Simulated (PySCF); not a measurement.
Isomers of C6H11F3NP, mass 185.058 u with the commonest isotopes. The calculation used PBE0/pcSseg-1 in PySCF (dipole) on a GFN2-xTB geometry, gas phase. One conformer each, none proved a minimum here; rigid rotors.

Problem. Order these by dipole moment, largest first.
A. `[CH3:1][P:2]([N:3]1[CH2:4][CH2:5][CH2:6][CH2:7]1)[C:8]([F:9])([F:10])[F:11]` with C1–P2–N3–C4 -65°, P2–N3–C4–C5 -85°, N3–C4–C5–C6 -26°, C4–C5–C6–C7 3°, C5–C6–C7–N3 21°
B. `[CH3:1][CH2:2][N:3]([CH2:4][CH3:5])/[P:6]=[CH:7]/[C:8]([F:9])([F:10])[F:11]` with C1–C2–N3–C4 71°, C2–N3–C4–C5 -101°, C2–N3–P6–C7 179°
C. `[CH3:1]/[CH:2]=[CH:3]/[P@:4]([CH3:5])(=[N:6][CH3:7])[C:8]([F:9])([F:10])[F:11]` with C2–C3–P4–C5 138°

Solution. B (5.75 D), A (3.09 D), C (2.93 D).

Problem. Order these by radius of gyration √(Σ m r²/M), smallest first.
A. `[CH2:1]=[CH:2][P:3]([CH2:4][N:5]([CH3:6])[CH3:7])[C:8]([F:9])([F:10])[F:11]` with C1–C2–P3–C4 -43°, C2–P3–C4–N5 79°, P3–C4–N5–C6 -165°
B. `[CH3:1][CH2:2][N:3]([CH2:4][CH3:5])/[P:6]=[CH:7]/[C:8]([F:9])([F:10])[F:11]` with C1–C2–N3–C4 71°, C2–N3–C4–C5 -101°, C2–N3–P6–C7 179°
C. `[CH2:1]=[CH:2][P@:3]([CH2:4][CH3:5])(=[N:6][CH3:7])[C:8]([F:9])([F:10])[F:11]` with C1–C2–P3–C4 -44°, C2–P3–C4–C5 -71°
D. `[CH3:1]/[CH:2]=[CH:3]/[P@:4]([CH3:5])(=[N:6][CH3:7])[C:8]([F:9])([F:10])[F:11]` with C2–C3–P4–C5 138°
E. `[CH3:1][N:2]=[P:3]1([C:4]([F:5])([F:6])[F:7])[CH2:8][CH2:9][CH2:10][CH2:11]1` with N2–P3–C8–C9 -121°, P3–C8–C9–C10 -37°, C8–C9–C10–C11 51°, C9–C10–C11–P3 -38°
F. `[CH3:1][P:2]([N:3]1[CH2:4][CH2:5][CH2:6][CH2:7]1)[C:8]([F:9])([F:10])[F:11]` with C1–P2–N3–C4 -65°, P2–N3–C4–C5 -85°, N3–C4–C5–C6 -26°, C4–C5–C6–C7 3°, C5–C6–C7–N3 21°

Solution. E (2.165 Å), C (2.198 Å), F (2.265 Å), D (2.335 Å), A (2.383 Å), B (2.636 Å).

Problem. Order these by rotational constant C, smallest first.
A. `[CH3:1][P:2]([N:3]1[CH2:4][CH2:5][CH2:6][CH2:7]1)[C:8]([F:9])([F:10])[F:11]` with C1–P2–N3–C4 -65°, P2–N3–C4–C5 -85°, N3–C4–C5–C6 -26°, C4–C5–C6–C7 3°, C5–C6–C7–N3 21°
B. `[CH3:1][CH2:2][N:3]([CH2:4][CH3:5])/[P:6]=[CH:7]/[C:8]([F:9])([F:10])[F:11]` with C1–C2–N3–C4 71°, C2–N3–C4–C5 -101°, C2–N3–P6–C7 179°
C. `[CH3:1][N:2]=[P:3]1([C:4]([F:5])([F:6])[F:7])[CH2:8][CH2:9][CH2:10][CH2:11]1` with N2–P3–C8–C9 -121°, P3–C8–C9–C10 -37°, C8–C9–C10–C11 51°, C9–C10–C11–P3 -38°
D. `[CH2:1]=[CH:2][P@:3]([CH2:4][CH3:5])(=[N:6][CH3:7])[C:8]([F:9])([F:10])[F:11]` with C1–C2–P3–C4 -44°, C2–P3–C4–C5 -71°
E. `[CH2:1]=[CH:2][P:3]([CH2:4][N:5]([CH3:6])[CH3:7])[C:8]([F:9])([F:10])[F:11]` with C1–C2–P3–C4 -43°, C2–P3–C4–N5 79°, P3–C4–N5–C6 -165°

Solution. B (418.9 MHz), E (539.3 MHz), A (582.9 MHz), C (682.5 MHz), D (706.9 MHz).

```json
{"SMILES": "CP(N1CCCC1)C(F)(F)F", "point group": "C1", "Ia (u·Å²)": "288.11", "Ib (u·Å²)": "744.01", "Ic (u·Å²)": "867.00", "κ": "-0.84", "μa (D)": "2.81", "μb (D)": "1.29", "μc (D)": "0.07"}
{"SMILES": "C=C[P@](CC)(=NC)C(F)(F)F", "point group": "C1", "Ia (u·Å²)": "490.43", "Ib (u·Å²)": "583.56", "Ic (u·Å²)": "714.92", "κ": "-0.02", "μa (D)": "1.67", "μb (D)": "2.21", "μc (D)": "1.52"}
{"SMILES": "C/C=C/[P@](C)(=NC)C(F)(F)F", "point group": "C1", "Ia (u·Å²)": "460.30", "Ib (u·Å²)": "697.43", "Ic (u·Å²)": "859.89", "κ": "-0.46", "μa (D)": "1.77", "μb (D)": "0.02", "μc (D)": "2.33"}
{"SMILES": "CN=P1(C(F)(F)F)CCCC1", "point group": "C1", "Ia (u·Å²)": "449.10", "Ib (u·Å²)": "544.57", "Ic (u·Å²)": "740.52", "κ": "0.11", "μa (D)": "2.88", "μb (D)": "0.50", "μc (D)": "1.23"}
{"SMILES": "CCN(CC)/P=C/C(F)(F)F", "point group": "C1", "Ia (u·Å²)": "271.37", "Ib (u·Å²)": "1094.45", "Ic (u·Å²)": "1206.57", "κ": "-0.94", "μa (D)": "5.63", "μb (D)": "0.96", "μc (D)": "0.64"}
{"SMILES": "C=CP(CN(C)C)C(F)(F)F", "point group": "C1", "Ia (u·Å²)": "345.71", "Ib (u·Å²)": "819.47", "Ic (u·Å²)": "937.15", "κ": "-0.83", "μa (D)": "2.84", "μb (D)": "0.23", "μc (D)": "0.51"}
```
